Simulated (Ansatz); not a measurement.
System: B2O2, charge 1, multiplicity 2. 
Structure (B3LYP-D3(BJ)/def2-TZVP (Ansatz, a quantum-chemistry and plane-wave program) minimum search):
```xyz
4

O      0.0000     0.0000    -2.0521
B      0.0000     0.0000    -0.8162
B      0.0000     0.0000     0.8162
O      0.0000     0.0000     2.0521
```
Charge +1, spin multiplicity 2.

Basis-set convergence of Hartree-Fock and MP2 correlation energies (hartree) with Ansatz. Valence correlation only, unless marked. UHF or UKS for open shells. No spin-orbit coupling. No relativistic terms. The program attaches cautions to a run behind MP2/cc-pVDZ: other roots. The program attaches cautions to a run behind MP2/cc-pVTZ: other roots.

The UHF reference is spin-contaminated (<S^2> 0.51 over the pure value in the largest basis). The T1 diagnostic of CCSD in the largest basis is 0.068, which is high, so the coupled-cluster rows are less sure than usual.

```json
[
 {"basis": "cc-pVDZ", "functions": "-", "E(HF)": "-198.75591", "E(corr, MP2)": "-0.42209"},
 {"basis": "cc-pVTZ", "functions": "120", "E(HF)": "[?]", "E(corr, MP2)": "[?]"}
]
```

Some entries are withheld; supply them.


- cc-pVTZ, E(HF): -198.81180
- cc-pVTZ, E(corr, MP2): -0.52941
